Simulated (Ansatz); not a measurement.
Ligand exchange: C2H8InN + C4H8O → C2H7InO + C4H9N

Gas-phase species: C2H8InN `C[CH2][InH][NH2]`, singlet; C4H8O `OC1CCC1`, singlet; C2H7InO `C[CH2][InH][OH]`, singlet; C4H9N (cyclobutylamine) `NC1CCC1`, singlet. The partners trade NH2 for OH: In–NH2 and C–OH bonds give way to In–OH and C–NH2.

Shapes, held fixed at every level: PBE0-D4/def2-TZVP. Flexible molecules stand in one conformer, not always the lowest. Programs: Ansatz 0.2.0. The zero-point and thermal change to 298 K, harmonic and unscaled (PBE0-D4/def2-TZVP), is +1.8 kJ/mol.

```json
{"level": "HF/def2-SVP", "kind": "Hartree–Fock", "ΔH(298 K) (kJ/mol)": "-21.2", "less CCSD(T)/def2-TZVPP": "+1.2"}
{"level": "PBE-D4/def2-TZVPP", "kind": "GGA", "ΔH(298 K) (kJ/mol)": "-24.9", "less CCSD(T)/def2-TZVPP": "-2.5"}
{"level": "PBE0-D4/def2-TZVPP", "kind": "global hybrid", "ΔH(298 K) (kJ/mol)": "-22.5", "less CCSD(T)/def2-TZVPP": "-0.1"}
{"level": "wB97X-V/def2-TZVPP", "kind": "range-separated hybrid", "ΔH(298 K) (kJ/mol)": "-22.4", "less CCSD(T)/def2-TZVPP": "0.0"}
{"level": "B2PLYP/def2-TZVPP", "kind": "double hybrid", "ΔH(298 K) (kJ/mol)": "-25.0", "less CCSD(T)/def2-TZVPP": "-2.6"}
{"level": "CCSD/def2-TZVPP", "kind": "coupled cluster or CI", "ΔH(298 K) (kJ/mol)": "-22.0", "less CCSD(T)/def2-TZVPP": "+0.4"}
{"level": "CCSD(T)/def2-TZVPP", "kind": "coupled cluster or CI", "ΔH(298 K) (kJ/mol)": "-22.4", "less CCSD(T)/def2-TZVPP": "0.0"}
```

The highest level, CCSD(T)/def2-TZVPP, gives ΔH(298 K) = -22.4 kJ/mol; the levels span -25.0 to -21.2. The column of differences is taken from that level and isn't an error. No measured value is set beside it here. For atoms past krypton def2 sets carry core potentials with scalar relativity. Outer-core shells of In are correlated, in sets that cover them unevenly.
